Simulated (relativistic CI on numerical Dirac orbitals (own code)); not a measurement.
**Pd²⁺: from the plainest model towards the measured levels**

Calculated with a relativistic CI code on KLI orbitals (one set per configuration, finite nucleus), adding one ingredient at a time: step 1, Dirac-Coulomb, each configuration alone; step 2, with Breit and QED terms; step 3, with configuration mixing; step 4, with scaled Slater integrals (0.85); step 5, with a P86 correlation estimate; step 6, tied to the ionisation limit. P86 is a density functional for the correlation energy, evaluated here for each configuration and added to its levels. Step 6 is semi-empirical: configurations made of the next ion and one excited electron move by 4394 cm⁻¹, so that their limit matches the tabulated ionisation energy, and those with a non-penetrating f or g electron also take the P86 value of the least penetrating other one.

Configurations in the expansion (outside the closed core [Ar] 3d10 4s2): 4p6.4d8, 4p6.4d7.5s, 4p6.4d7.5p, 4p6.4d7.4f, 4p6.4d7.5d, 4p6.4d7.6s, 4p6.4d7.6p, 4p6.4d6.5s.5p, 4p6.4d7.6d, 4p6.4d7.5f, 4p6.4d7.6f, 4p5.4d9, 4p6.4d6.4f.5s, 4p6.4d6.5s2, 4p6.4d5.5s2.5p, 4p6.4d5.4f.5s2, 4p6.4d5.5s2.5d, 4p6.4d5.5s2.6s, 4p6.4d5.5s2.6p.

Computed minus measured energy above the ground level, in cm⁻¹, for 19 of the 52 excited levels that pair in every step (one J of a term; a digit in brackets numbers repeated terms):

```
Configuration   Term  J  Measured  Step 1  Step 2  Step 3  Step 4  Step 5  Step 6
      4p6.4d8   a 3F  3      3230     -60    -174    -209    -207    -205    -205
      4p6.4d8   a 3P  1     13470    3894    3799    2918     993    1033    1065
      4p6.4d8   a 1G  4     17880    3508    3403    3178     457     470     482
   4p6.4d7.5s   a 5F  5     52916   -4489   -4174   -3638   -1518    2722    7106
   4p6.4d7.5s   b 3F  4     62561   -1193    -885    -750    -478    3771    8150
   4p6.4d7.5s   a 5P  3     65708    -869    -603    -280    -254    3990    8374
   4p6.4d7.5s   a 3G  5     69986   -1469   -1203    -799   -1444    2800    7180
   4p6.4d7.5s   b 3P  2     72745     465     752    1299    -101    4133    8490
   4p6.4d7.5s   a 3H  6     74673    -672    -459     -58   -1399    2844    7226
   4p6.4d7.5s   c 3P  2     75455    2150    2404    2304     555    4807    9173
   4p6.4d7.5s   a 3D  3     76231     -16     217     528   -1011    3234    7614
   4p6.4d7.5p  z 5F°  5    105145   -7294   -7086   -7549   -5210     405    4761
   4p6.4d7.5p  z 5G°  6    109015   -7293   -7111   -7299   -5391     222    4588
   4p6.4d7.5p  z 5D°  2    110941   -6989   -6919   -7512   -5333     285    4636
   4p6.4d7.5p  z 5S°  2    112329   -4777   -4616   -5437   -4153    1470    5817
   4p6.4d7.5p  z 3F°  4    112449   -5573   -5418   -6587   -5121     506    4850
   4p6.4d7.5p  z 3G°  4    114887   -5774   -5709   -6781   -5206     420    4766
   4p6.4d7.5p  z 3D°  2    116790   -4819   -4726   -5888   -4880     748    5094
   4p6.4d7.5p  y 5D°  0    121653   -3283   -3152   -4393   -4419    1218    5545
```

Mean absolute errors in cm⁻¹, over all paired levels and for the configurations:

| Configuration, levels | Step 1 | Step 2 | Step 3 | Step 4 | Step 5 | Step 6 |
| --- | --- | --- | --- | --- | --- | --- |
| all, 52 | 3478 | 3430 | 3569 | 2085 | 2402 | 6350 |
| 4p6.4d8, 5 | 2322 | 2258 | 1872 | 567 | 585 | 599 |
| 4p6.4d7.5s, 31 | 2300 | 2282 | 2180 | 773 | 3667 | 8042 |
| 4p6.4d7.5p, 16 | 6121 | 6021 | 6791 | 5103 | 518 | 4868 |

Measured levels: Moore, Atomic Energy Levels, vol. III, NSRDS-NBS 35 (1971 reprint of NBS Circular 467, 1958). The analysis dates from before 1960.

The mean absolute error is lowest at step 4 (2085 cm⁻¹), and the largest single drop is from step 3 to 4 (3569 to 2085). Terms of the ground configuration are off by 2322 at first, 1872 with mixing and 567 after scaling, which stands in for the correlation that narrows term splittings. The Breit and QED terms change the top of the ground term (measured 4687) from 4857 to 4713. Mixing lowers the ground level by 615; relative to it the configurations that move most are 4p6.4d7.5p by -770, 4p6.4d7.5s by +296. The P86 estimate moves 4p6.4d7.5p by +5622, 4p6.4d7.5s by +4244, and takes the mean absolute error of the excited configurations from 2247 to 2595. Step 6 takes that error from 2595 to 6962; it grows for 4p6.4d7.5s, 4p6.4d7.5p. The shift fits the limit, so it does little for low levels whose errors differ from those near the limit.
